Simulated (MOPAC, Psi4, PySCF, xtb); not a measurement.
Two geometries of C6H5AlF2, SMILES c1c[c](ccc1)[Al]([F])[F], relaxed at B3LYP-D3(BJ)/def2-SVP with one dihedral held; other torsions can differ between them too.

Structure A

```
14

Al    -0.0374     2.5452     0.8073
F      0.2446     3.7955    -0.2468
F     -0.3627     2.9233     2.3891
C     -0.0077     0.7200     0.2118
C     -0.2475    -0.3423     1.1082
C     -0.2411    -1.6681     0.6685
C      0.0030    -1.9554    -0.6781
C      0.2425    -0.9173    -1.5837
C      0.2376     0.4075    -1.1413
H     -0.4415    -0.1328     2.1643
H     -0.4277    -2.4799     1.3760
H      0.0059    -2.9924    -1.0233
H      0.4323    -1.1416    -2.6363
H      0.4260     1.2098    -1.8607
```

Structure B

```
14

Al    -0.0040     2.5688     0.9095
F      1.3404     3.5327     0.7742
F     -1.2770     3.2347     1.7407
C     -0.0393     0.7563     0.2470
C     -0.2843    -0.3186     1.1274
C     -0.2416    -1.6440     0.6868
C      0.0422    -1.9231    -0.6526
C      0.2885    -0.8750    -1.5440
C      0.2573     0.4482    -1.0970
H     -0.5216    -0.1265     2.1785
H     -0.4312    -2.4595     1.3893
H      0.0736    -2.9583    -1.0018
H      0.5125    -1.0901    -2.5919
H      0.4718     1.2477    -1.8130
```

Which is lower in energy at the level PBE0-D3(BJ)/def2-TZVP // B3LYP-D3(BJ)/def2-SVP (Psi4 1.11), and by how much?

A is lower, by 13.66 kJ/mol (dihedral C5–C4–Al1–F2: 180° in A, 120° in B).

E(B) − E(A) in kJ/mol at the other levels, on the same two geometries: PBE0/def2-TZVP // B3LYP-D3(BJ)/def2-SVP (Psi4) 13.45; PBE/def2-TZVP // B3LYP-D3(BJ)/def2-SVP (Psi4) 12.47; PBE-D3(BJ)/def2-TZVP // B3LYP-D3(BJ)/def2-SVP (Psi4) 12.73; r2SCAN/def2-TZVP // B3LYP-D3(BJ)/def2-SVP (Psi4) 14.44; PM7, restricted, heats of formation // B3LYP-D3(BJ)/def2-SVP (MOPAC) -1.32; PM6, restricted, heats of formation // B3LYP-D3(BJ)/def2-SVP (MOPAC) 7.24; GFN1-xTB // B3LYP-D3(BJ)/def2-SVP (xtb) 4.43; restricted B3LYP/6-31G*, spherical d, density fitting // B3LYP-D3(BJ)/def2-SVP (PySCF) 11.19; restricted MP2 (frozen core)/6-31G*, spherical d // B3LYP-D3(BJ)/def2-SVP (PySCF) 11.00; restricted Hartree-Fock/LANL2DZ, with its core potentials past Ne // B3LYP-D3(BJ)/def2-SVP (PySCF) 18.02; restricted BP86/6-31G*, spherical d, density fitting // B3LYP-D3(BJ)/def2-SVP (PySCF) 10.22.
